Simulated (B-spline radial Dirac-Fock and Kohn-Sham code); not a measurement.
## X-ray scattering factor of Ge³¹⁺

System: germanium as Ge³¹⁺, 1s1.

Calculated with a B-spline atomic structure program, using Dirac-Fock densities. f₀ is the Fourier transform of the spherical electron density, S the Waller-Hartree incoherent function, and s = sin θ/λ.

```
s (Å⁻¹)     f₀      S
      0  1.000  0.000
   0.05  1.000  0.000
    0.1  1.000  0.000
   0.15  1.000  0.001
    0.2  0.999  0.002
   0.25  0.999  0.003
    0.3  0.998  0.004
   0.35  0.997  0.005
    0.4  0.997  0.007
   0.45  0.996  0.008
    0.5  0.995  0.010
    0.6  0.993  0.015
    0.7  0.990  0.020
    0.8  0.987  0.026
    0.9  0.983  0.033
      1  0.979  0.041
    1.1  0.975  0.049
    1.2  0.971  0.058
    1.4  0.960  0.078
    1.6  0.949  0.100
    1.8  0.936  0.125
      2  0.921  0.151
    2.5  0.881  0.223
      3  0.836  0.302
    3.5  0.786  0.382
      4  0.735  0.460
      5  0.630  0.603
      6  0.530  0.719
```

f₀ starts at the number of electrons, 1. The sum of ⟨r²⟩ over the electrons is 0.002836 bohr².
